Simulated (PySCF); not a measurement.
Species: C5H7FO3.
Geometry (GFN2-xTB, Å), atoms numbered from 1 in this order:
```
atom  x, y, z in Å
C1    -2.8906   -0.4731   -0.3592
O2    -2.3565    0.7709    0.0607
C3    -1.1527    0.6757    0.7034
O4    -0.1301    0.2768   -0.2188
C5     1.1187    0.2641    0.2575
O6     1.4037    0.5435    1.3949
C7     2.0754   -0.1374   -0.7896
C8     3.3686   -0.2274   -0.5107
F9     4.2692   -0.5793   -1.4216
H10   -2.2513   -0.9410   -1.1119
H11   -3.0038   -1.1522    0.4930
H12   -3.8649   -0.2540   -0.7890
H13   -1.1660   -0.0563    1.5310
H14   -0.9082    1.6672    1.1013
H15    1.6784   -0.3412   -1.7709
H16    3.8026   -0.0278    0.4598
```

The closed-shell SCF was solved with PySCF and density fitting under several settings on one GFN2-xTB geometry (grid level 2 and gas phase unless stated).

```json
{"settings": "PBE0/pcSseg-1", "basis functions": "188", "SCF cycles": "15", "E (Eh)": "-519.6160", "HOMO (eV)": "-8.12", "LUMO (eV)": "-1.35", "dipole (D)": "1.79"}
{"settings": "PBE0/def2-SVPD", "basis functions": "248", "SCF cycles": "15", "E (Eh)": "-519.3130", "HOMO (eV)": "-8.22", "LUMO (eV)": "-1.50", "dipole (D)": "1.83"}
{"settings": "LC-wPBE/pcSseg-1, start guess huckel", "basis functions": "188", "SCF cycles": "13", "E (Eh)": "-519.8679", "HOMO (eV)": "-10.88", "LUMO (eV)": "0.97", "dipole (D)": "1.80"}
{"settings": "LDA/STO-3G, IEF-PCM dimethylsulfoxide", "basis functions": "52", "SCF cycles": "16", "E (Eh)": "-509.1936", "HOMO (eV)": "-2.25", "LUMO (eV)": "1.27", "dipole (D)": "1.56"}
{"settings": "X3LYP/pcSseg-1, IEF-PCM acetone, grid level 1, fitting basis def2-qzvpp-jkfit", "basis functions": "188", "SCF cycles": "11", "E (Eh)": "-519.9984", "HOMO (eV)": "-7.88", "LUMO (eV)": "-1.39", "dipole (D)": "2.15"}
{"settings": "PBE0/pcSseg-1, grid level 3, start guess vsap", "basis functions": "188", "SCF cycles": "15", "E (Eh)": "-519.6160", "HOMO (eV)": "-8.12", "LUMO (eV)": "-1.35", "dipole (D)": "1.79"}
{"settings": "wB97X/pcSseg-1", "basis functions": "188", "SCF cycles": "15", "E (Eh)": "-520.0557", "HOMO (eV)": "-10.54", "LUMO (eV)": "0.88", "dipole (D)": "1.80"}
{"settings": "LDA/3-21G, grid level 4, energy threshold 1e-08 Eh", "basis functions": "95", "SCF cycles": "12", "E (Eh)": "-513.3740", "HOMO (eV)": "-5.92", "LUMO (eV)": "-1.86", "dipole (D)": "1.68"}
{"settings": "OPBE/def2-SVPD, IEF-PCM cyclohexane", "basis functions": "248", "SCF cycles": "18", "E (Eh)": "-519.6360", "HOMO (eV)": "-6.50", "LUMO (eV)": "-2.27", "dipole (D)": "1.99"}
```

Question: Estimate the row for these settings: LDA/IGLO-II, IEF-PCM tetrahydrofuran.

Answer: 
```
                            settings  basis functions  SCF cycles     E (Eh)  HOMO (eV)  LUMO (eV)  dipole (D)
LDA/IGLO-II, IEF-PCM tetrahydrofuran              240          16  -516.3925      -6.61      -2.50        2.16
```

Question: Over all rows, what range does the HOMO–LUMO gap span?

Answer: From 3.52 eV (LDA/STO-3G, IEF-PCM dimethylsulfoxide) to 11.85 eV (LC-wPBE/pcSseg-1, start guess huckel). The functional of the narrowest has no exact exchange, that of the widest range-separated exact exchange.

Question: And the dipole moment?

Answer: From 1.56 D (LDA/STO-3G, IEF-PCM dimethylsulfoxide) to 2.16 D (LDA/IGLO-II, IEF-PCM tetrahydrofuran); the largest is 1.38 times the smallest, and the median is 1.80 D.

Question: Compare two rows with the functional PBE0: PBE0/pcSseg-1 and PBE0/def2-SVPD. Which energy is lower, and by how much?

Answer: PBE0/pcSseg-1 (188 functions) lies 0.3030 Eh or 190 kcal/mol below PBE0/def2-SVPD (248 functions). The smaller set gives the lower energy; the two sets aren't nested, so the variational bound doesn't order them by size.

Cycle counts include a coarse-grid stage where the run had one. One conformer (not necessarily the lowest) at the GFN2-xTB geometry, without vibrations or thermal averaging.
